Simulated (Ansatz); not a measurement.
Consider the cleavage of the B–B bond: `OB(O)BS` + NH₃ → `NB(O)O` + `BS`.

Isolated molecules relaxed with PBE0-D4/def2-TZVP in Ansatz; ΔE leaves out vibrations. CBS: MP2 limit from def2 TZ/QZ plus the TZ coupled-cluster correction, frozen cores. This one scheme is used for every species. DFT in def2-TZVPP. B3LYP here is the variant with VWN-RPA as its local correlation; programs differ in this. HSE06 is defined as in plane-wave codes. Each species was taken in one conformer, which may not be the lowest.

```
             level  ΔE (kcal/mol)  difference from CCSD(T)/CBS
       LDA (SPW92)          -23.3                          0.8
            PBE-D4          -21.5                          2.6
           BLYP-D4          -23.1                          1.0
         r2SCAN-D4          -24.5                         -0.4
            B97M-V          -23.7                          0.4
           PBE0-D4          -23.6                          0.5
          B3LYP-D4          -24.7                         -0.6
        r2SCANh-D4          -25.0                         -0.9
        r2SCAN0-D4          -25.7                         -1.6
          HSE06-D4          -23.6                          0.5
          BHLYP-D4          -26.9                         -2.8
      CAM-B3LYP-D4          -25.9                         -1.8
           ωB97X-V          -24.5                         -0.4
           ωB97M-V          -25.2                         -1.1
            B2PLYP          -25.5                         -1.4
          PBE-QIDH          -25.3                         -1.2
               PBE          -22.1                          2.0
            revPBE          -21.9                          2.2
              BLYP          -24.1                          0.0
            r2SCAN          -24.6                         -0.5
              PBE0          -24.2                         -0.1
             B3LYP          -25.7                         -1.6
           r2SCAN0          -26.0                         -1.9
             HSE06          -24.2                         -0.1
             BHLYP          -27.9                         -3.8
         CAM-B3LYP          -26.5                         -2.4
           LC-ωPBE          -25.0                         -0.9
RPA@PBE/def2-TZVPP          -23.1                          1.0
      MP2/def2-SVP          -26.9                         -2.8
     CCSD/def2-SVP          -26.5                         -2.4
  CCSD(T)/def2-SVP          -25.7                         -1.6
     HF/def2-TZVPP          -30.6                         -6.5
    MP2/def2-TZVPP          -25.1                         -1.0
   CCSD/def2-TZVPP          -25.2                         -1.1
CCSD(T)/def2-TZVPP          -24.2                         -0.1
    MP2/def2-QZVPP          -25.1                         -1.0
SCS-MP2/def2-QZVPP          -25.6                         -1.5
      HF/CBS(def2)          -30.7                         -6.6
     MP2/CBS(def2)          -25.1                         -1.0
    CCSD/CBS(def2)          -25.1                         -1.0
       CCSD(T)/CBS          -24.1                            0
```

Largest T1 diagnostic among the species: 0.015.

In def2-TZVPP, CCSD(T) changes the Hartree–Fock value by +6.4 kcal/mol (the triples alone add +1.0 kcal/mol) and MP2 by +5.5 kcal/mol. From r2SCAN to r2SCAN0 (25 % exact exchange), in def2-TZVPP and without D4, ΔE moves by −1.3 kcal/mol. At CCSD(T), def2-SVP lies −1.6 kcal/mol from the extrapolated value and def2-TZVPP −0.1 kcal/mol.
